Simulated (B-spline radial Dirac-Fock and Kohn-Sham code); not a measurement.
# Pt⁹⁺: eigenvalues, ΔSCF and the reference

System: platinum as Pt⁹⁺ in the configuration [Xe] 4f14 5d1.

The density-functional columns are spherical, spin-unpolarised Dirac-Kohn-Sham results without Breit or QED terms: −ε is minus the orbital energy of the initial state and ΔSCF the difference of two total energies. The reference in the last column comes from Dirac-Fock ΔSCF + Breit + QED. All numbers are from a B-spline atomic structure program, in eV; a selection of levels is shown. For the 1s level of heavy atoms much of the gap between ΔSCF and the reference is the Breit and QED part, -416.9 eV here; for other levels the error of the functional can be larger.

```
     level   LDA −ε  LDA ΔSCF  Dirac-Fock
    K (1s)  78358.9   78961.4     78556.0
   L1 (2s)  13881.6   13997.1     14053.6
L2 (2p1/2)  13319.4   13467.3     13439.4
L3 (2p3/2)  11592.3   11717.8     11730.0
   M1 (3s)   3373.4    3410.7      3468.6
M2 (3p1/2)   3119.5    3159.3      3195.9
M3 (3p3/2)   2739.9    2776.0      2815.7
M4 (3d3/2)   2314.1    2356.8      2367.4
M5 (3d5/2)   2232.1    2273.5      2287.0
   N1 (4s)    839.8     859.3       894.0
N2 (4p1/2)    731.9     751.3       777.8
N3 (4p3/2)    641.1     659.7       686.8
N4 (4d3/2)    463.5     481.8       496.2
N5 (4d5/2)    446.6     464.7       479.3
N6 (4f5/2)    219.1     236.5       234.2
N7 (4f7/2)    215.6     232.8       230.9
   O1 (5s)    243.6     255.2       259.5
O2 (5p1/2)    207.3     218.4       216.7
O3 (5p3/2)    189.8     200.3       199.3
 O4,5 (5d)    134.7     143.8       142.5
```

Values without a named source are computed, but for edge energies of neutral atoms, which are taken from tables.
